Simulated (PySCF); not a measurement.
Si(H)(Me)(OH)(NH2) (CH7NOSi), SMILES O[SiH](N)C. Heavy atoms are numbered as in [SiH:1]([CH3:2])([NH2:3])[OH:4]. Hydrogens are named by the atom that carries them.

The structure is a stationary point at PBE-D3(BJ)/def2-SVP. This is a generated structure with no PubChem entry under its InChIKey; it may be hypothetical. Other conformers were not sampled.

Computed with ωB97X/def2-TZVP (PySCF).

ESP charges are fitted to the potential on shells at 1.4 to 2.0 van der Waals radii. Atomic charges (e), one atom of each kind:

```
atom       ESP fit    IAO
---------  -------  -----
Si1 (SiH)     1.00   1.28
C2 (CH3)     -0.86  -0.75
N3 (NH2)     -1.12  -0.88
O4 (OH)      -0.73  -0.81
H on Si1     -0.16  -0.19
H on C2       0.20   0.15
H on N3       0.40   0.26
H on O4       0.44   0.36
```

Computed Mayer and Wiberg (Löwdin basis) orders of the bonds:
```tsv
bond	Mayer	Wiberg
Si1–C2	0.96	1.19
Si1–N3	1.11	1.49
Si1–O4	1.15	1.61
```
